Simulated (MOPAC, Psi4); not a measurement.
Approach curve of the dimer C2H6 ··· COS (SMILES CC and O=C=S). Monomers: optimised at B3LYP-D3(BJ) (def2-TZVP), held rigid. Orientation: a higher rigid-body minimum at GFN2-xTB. Only R, the distance of the centres of mass, is varied, so the lowest point isn't the relaxed dimer.

Geometry at R = 4.33 Å (first 8 atoms: monomer A):
```
11

C      0.7607    -0.0460     0.0397
C     -0.7607     0.0460    -0.0397
H      1.2367     0.6075    -0.6941
H      1.1251     0.2462     1.0265
H      1.1073    -1.0636    -0.1515
H     -1.1073     1.0636     0.1515
H     -1.1251    -0.2462    -1.0265
H     -1.2367    -0.6074     0.6941
O     -4.2560    -0.7545     1.0549
C     -4.2927    -0.1064     0.0989
S     -4.3422     0.7697    -1.1935
```

Levels of theory: MP2/aug-cc-pVDZ = DF-MP2/aug-cc-pVDZ, frozen core, counterpoise-corrected in Psi4; revPBE/def2-TZVP, counterpoise-corrected (Psi4); PM7, restricted, heats of formation (MOPAC); SAPT0/jun-cc-pVDZ, frozen core (Psi4).

Interaction energies in kJ/mol:

| R / Å | MP2/aug-cc-pVDZ | revPBE/def2-TZVP | PM7 |
|---|---|---|---|
| 3.75 | 10.23 | 26.11 | 10.91 |
| 3.93 | 1.91 | 15.28 | 4.09 |
| 4.09 | -1.64 | 9.41 | 0.96 |
| 4.33 | -3.54 | 4.38 | -1.26 |
| 4.50 | -3.69 | 2.40 | -2.00 |
| 4.70 | -3.36 | 1.04 | -2.47 |
| 5.05 | -2.45 | 0.02 | -2.70 |
| 5.36 | -1.74 | -0.22 | -2.42 |
| 5.84 | -1.01 | -0.22 | -1.65 |
| 6.51 | -0.49 | -0.09 | -0.86 |
| 7.54 | -0.19 | -0.02 | -0.31 |
| 8.86 | -0.06 | 0.00 | -0.10 |

Problem. Estimate the SAPT0/jun-cc-pVDZ values at these points.

Solution. 3.75: 12.36; 3.93: 4.14; 4.09: 0.44; 4.33: -1.81; 4.50: -2.23; 4.70: -2.19; 5.05: -1.69; 5.36: -1.24; 5.84: -0.74; 6.51: -0.37; 7.54: -0.14; 8.86: -0.05 (kJ/mol).
